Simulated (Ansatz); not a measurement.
Relaxation of CH6N2Si2 (11 atoms, charge 0, multiplicity 1), to a largest force component of 0.02 eV/Å in at most 50 steps.

Level of theory: Ansatz, RKS B3LYP-D4/STO-3G.

```xyz
11
Properties=species:S:1:pos:R:3
N -2.887 0.905 0.771
C -1.866 1.049 0.325
Si -0.154 1.180 -0.398
N 0.634 -0.281 -0.907
Si 0.865 -1.299 0.408
H -1.746 2.042 -0.108
H 0.846 1.843 0.558
H -0.044 -0.740 -1.542
H -0.422 -1.590 1.116
H 1.801 -0.623 1.381
H 1.444 -2.535 -0.085
```

Problem. Where does it end, and by what steps?

Solution. The run converged. The force dipped under the threshold on the way, but the program's further checks kept it going. Limits of this set-up: minimal basis. After 17 steps the energy has fallen by 7.537 eV; H6 moved furthest, 1.68 Å. The start is strongly strained (largest force component 16 eV/Å), so its close contacts needn't be bonds. Parted: C2–H6 (1.09 → 2.65 Å).

```csv
step,energy less start (eV),largest force component (eV/Å),accepted
0,0.0000,16.119,yes
1,-2.4415,3.287,yes
2,-3.2205,4.069,yes
3,-4.2899,2.902,yes
4,-5.4358,2.947,yes
5,-6.4083,2.221,yes
6,-6.9539,1.300,yes
7,-7.2656,0.626,yes
8,-7.4424,0.620,yes
9,-7.5095,0.311,yes
10,-7.5156,0.461,yes
11,-7.5335,0.038,yes
12,-7.5354,0.066,yes
13,-7.5357,0.235,yes
14,-7.5367,0.038,yes
15,-7.5372,0.024,yes
16,-7.5373,0.011,yes
17,-7.5374,0.012,yes
```

```xyz
11
Properties=species:S:1:pos:R:3
N -3.112 1.156 1.265
C -2.068 1.227 0.687
Si -0.441 1.273 -0.214
N 0.127 -0.298 -0.626
Si 0.934 -1.435 0.426
H -0.676 2.066 -1.401
H 0.489 1.908 0.693
H -0.292 -0.707 -1.480
H 0.008 -2.298 1.135
H 1.687 -0.670 1.393
H 1.815 -2.271 -0.359
```

Whether the end is a true minimum wasn't checked by a vibrational analysis.

Run time: 100 s on 1 thread of Intel(R) Xeon(R) Processor @ 2.50GHz (Skylake/Cascade Lake) (shared host), peak memory 0.14 GiB.
